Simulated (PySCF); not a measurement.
# Basis-set dependence of population analyses: `O[SiH2]CCF`

C₂H₇FOSi.
Geometry (PBE0-D3(BJ)/def2-SVP, Å), atoms numbered from 1 in this order:
```
atom  x, y, z in Å
O1     1.639    0.945    1.134
Si2    1.389   -0.178   -0.067
C3    -0.396   -0.801   -0.010
C4    -1.407    0.283   -0.306
F5    -1.114    1.425    0.431
H6     0.876    1.527    1.241
H7     1.638    0.385   -1.434
H8     2.328   -1.309    0.174
H9    -0.576   -1.238    0.987
H10   -0.516   -1.619   -0.742
H11   -2.436   -0.015   -0.045
H12   -1.386    0.567   -1.372
```

PBE0 throughout (PySCF), one geometry, spherical d and f functions. The structure is a single PBE0-D3(BJ)/def2-SVP conformer in the gas phase; no vibrational or solvent corrections. Atoms taken as equivalent share a column and are averaged. The first 7 of 9 kinds of atom are listed.

Mulliken charges (e):

```json
{"basis": "STO-3G", "functions": "36", "O1": "-0.439", "Si2": "+0.713", "C3": "-0.327", "C4": "-0.047", "F5": "-0.127", "H6": "+0.192", "H7/H8": "-0.132"}
{"basis": "6-31G", "functions": "63", "O1": "-0.809", "Si2": "+0.934", "C3": "-0.717", "C4": "+0.021", "F5": "-0.354", "H6": "+0.411", "H7/H8": "-0.133"}
{"basis": "pcSseg-0", "functions": "63", "O1": "-0.844", "Si2": "+1.102", "C3": "-1.096", "C4": "-0.011", "F5": "-0.392", "H6": "+0.391", "H7/H8": "-0.098"}
{"basis": "6-31G*", "functions": "88", "O1": "-0.750", "Si2": "+0.709", "C3": "-0.630", "C4": "+0.030", "F5": "-0.349", "H6": "+0.444", "H7/H8": "-0.099"}
{"basis": "cc-pVDZ", "functions": "109", "O1": "-0.366", "Si2": "+0.492", "C3": "-0.282", "C4": "+0.192", "F5": "-0.261", "H6": "+0.170", "H7/H8": "-0.086"}
{"basis": "def2-SVP", "functions": "109", "O1": "-0.420", "Si2": "+0.627", "C3": "-0.397", "C4": "+0.250", "F5": "-0.300", "H6": "+0.196", "H7/H8": "-0.106"}
{"basis": "aug-cc-pVDZ", "functions": "182", "O1": "-0.769", "Si2": "+0.320", "C3": "+0.202", "C4": "+0.916", "F5": "-0.466", "H6": "+0.188", "H7/H8": "+0.253"}
{"basis": "6-311+G(2d,p)", "functions": "185", "O1": "-0.670", "Si2": "+0.827", "C3": "-0.567", "C4": "-0.098", "F5": "-0.269", "H6": "+0.296", "H7/H8": "-0.077"}
{"basis": "def2-TZVP", "functions": "203", "O1": "-0.534", "Si2": "+0.418", "C3": "-0.370", "C4": "+0.018", "F5": "-0.254", "H6": "+0.331", "H7/H8": "-0.049"}
{"basis": "cc-pVTZ", "functions": "252", "O1": "-0.382", "Si2": "+0.406", "C3": "-0.315", "C4": "+0.104", "F5": "-0.250", "H6": "+0.211", "H7/H8": "-0.065"}
{"basis": "IGLO-III", "functions": "254", "O1": "-0.675", "Si2": "+1.008", "C3": "-0.499", "C4": "-0.017", "F5": "-0.285", "H6": "+0.296", "H7/H8": "-0.190"}
```

IAO charges (e):

| basis | functions | O1 | Si2 | C3 | C4 | F5 | H6 | H7/H8 |
| --- | --- | --- | --- | --- | --- | --- | --- | --- |
| STO-3G | 36 | -0.581 | +0.881 | -0.535 | -0.098 | -0.157 | +0.238 | -0.132 |
| 6-31G | 63 | -0.749 | +0.852 | -0.575 | +0.009 | -0.315 | +0.357 | -0.107 |
| pcSseg-0 | 63 | -0.730 | +0.870 | -0.597 | +0.014 | -0.307 | +0.344 | -0.112 |
| 6-31G* | 88 | -0.777 | +0.985 | -0.583 | +0.048 | -0.323 | +0.358 | -0.146 |
| cc-pVDZ | 109 | -0.775 | +0.974 | -0.578 | +0.047 | -0.325 | +0.361 | -0.146 |
| def2-SVP | 109 | -0.772 | +0.991 | -0.577 | +0.052 | -0.326 | +0.357 | -0.152 |
| aug-cc-pVDZ | 182 | -0.799 | +0.982 | -0.582 | +0.044 | -0.338 | +0.371 | -0.143 |
| 6-311+G(2d,p) | 185 | -0.807 | +1.015 | -0.594 | +0.043 | -0.340 | +0.372 | -0.151 |
| def2-TZVP | 203 | -0.807 | +1.027 | -0.598 | +0.047 | -0.339 | +0.371 | -0.155 |
| cc-pVTZ | 252 | -0.803 | +1.013 | -0.595 | +0.046 | -0.336 | +0.371 | -0.152 |
| IGLO-III | 254 | -0.810 | +1.024 | -0.596 | +0.044 | -0.340 | +0.373 | -0.154 |

Hirshfeld charges (e):

```csv
basis,functions,O1,Si2,C3,C4,F5,H6,H7/H8
STO-3G,36,-0.274,+0.443,-0.114,+0.061,-0.094,+0.119,-0.092
6-31G,63,-0.343,+0.384,-0.158,+0.046,-0.117,+0.152,-0.078
pcSseg-0,63,-0.338,+0.415,-0.156,+0.041,-0.110,+0.151,-0.086
6-31G*,88,-0.317,+0.361,-0.157,+0.043,-0.105,+0.155,-0.083
cc-pVDZ,109,-0.305,+0.380,-0.166,+0.030,-0.093,+0.147,-0.087
def2-SVP,109,-0.310,+0.388,-0.167,+0.032,-0.100,+0.150,-0.088
aug-cc-pVDZ,182,-0.321,+0.397,-0.180,+0.022,-0.103,+0.143,-0.081
"6-311+G(2d,p)",185,-0.321,+0.397,-0.174,+0.026,-0.107,+0.146,-0.082
def2-TZVP,203,-0.318,+0.388,-0.175,+0.024,-0.102,+0.149,-0.083
cc-pVTZ,252,-0.315,+0.387,-0.174,+0.024,-0.098,+0.147,-0.084
IGLO-III,254,-0.317,+0.389,-0.176,+0.021,-0.104,+0.145,-0.080
```

ESP-fitted charges (e):

```csv
basis,functions,O1,Si2,C3,C4,F5,H6,H7/H8
STO-3G,36,-0.537,+0.678,-0.336,+0.095,-0.137,+0.297,-0.137
6-31G,63,-0.852,+0.846,-0.520,+0.356,-0.322,+0.496,-0.157
pcSseg-0,63,-0.821,+0.965,-0.582,+0.366,-0.328,+0.469,-0.197
6-31G*,88,-0.659,+0.607,-0.397,+0.167,-0.236,+0.427,-0.123
cc-pVDZ,109,-0.606,+0.577,-0.370,+0.191,-0.244,+0.394,-0.121
def2-SVP,109,-0.637,+0.656,-0.409,+0.233,-0.261,+0.404,-0.140
aug-cc-pVDZ,182,-0.634,+0.645,-0.470,+0.187,-0.257,+0.398,-0.125
"6-311+G(2d,p)",185,-0.658,+0.649,-0.465,+0.183,-0.263,+0.418,-0.124
def2-TZVP,203,-0.638,+0.636,-0.437,+0.177,-0.254,+0.410,-0.128
cc-pVTZ,252,-0.615,+0.625,-0.429,+0.161,-0.243,+0.393,-0.128
IGLO-III,254,-0.626,+0.625,-0.459,+0.160,-0.249,+0.399,-0.122
```

Some averages cover members that differ in this geometry, most widely: H7/H8, Mulliken in cc-pVTZ -0.083 to -0.046; H7/H8, IAO in 6-31G -0.124 to -0.090; H7/H8, IAO in pcSseg-0 -0.129 to -0.096; H7/H8, ESP-fitted in pcSseg-0 -0.213 to -0.181 e.

Problem. Which scheme is steadiest as the basis changes?

Solution. Largest range over the bases for any column: Hirshfeld 0.08 e, IAO 0.23 e, ESP-fitted 0.39 e, Mulliken 1.30 e. Hirshfeld charges move least and Mulliken charges most, counted in e. Without the minimal STO-3G basis the ranges are Hirshfeld 0.05, IAO 0.18, ESP-fitted 0.39, Mulliken 1.30 e.

Problem. How much do the charges still move between the two largest bases, cc-pVTZ and IGLO-III?

Solution. At most, over all atoms: Mulliken 0.602 e, IAO 0.012 e, Hirshfeld 0.006 e, ESP-fitted 0.030 e.

Problem. What do the same runs give for the total energy, the frontier levels and the dipole moment?

Solution. 
| basis | energy (Eh) | HOMO (eV) | LUMO (eV) | μ (D) |
| --- | --- | --- | --- | --- |
| STO-3G | -537.8295 | -4.09 | 7.77 | 1.70 |
| 6-31G | -544.4866 | -8.05 | 1.09 | 3.74 |
| pcSseg-0 | -543.6744 | -8.11 | 1.29 | 3.50 |
| 6-31G* | -544.5925 | -8.10 | 1.16 | 2.88 |
| cc-pVDZ | -544.6290 | -8.11 | 1.23 | 2.72 |
| def2-SVP | -544.3405 | -8.20 | 1.30 | 2.78 |
| aug-cc-pVDZ | -544.6574 | -8.33 | -0.16 | 2.82 |
| 6-311+G(2d,p) | -544.7230 | -8.39 | 0.09 | 2.89 |
| def2-TZVP | -544.7489 | -8.36 | 0.67 | 2.77 |
| cc-pVTZ | -544.7386 | -8.31 | 0.84 | 2.70 |
| IGLO-III | -544.7559 | -8.36 | 0.58 | 2.78 |

The dipole is fixed by the density alone, so its range of 2.04 D shows that the density itself changes with the basis, not only its division among atoms.
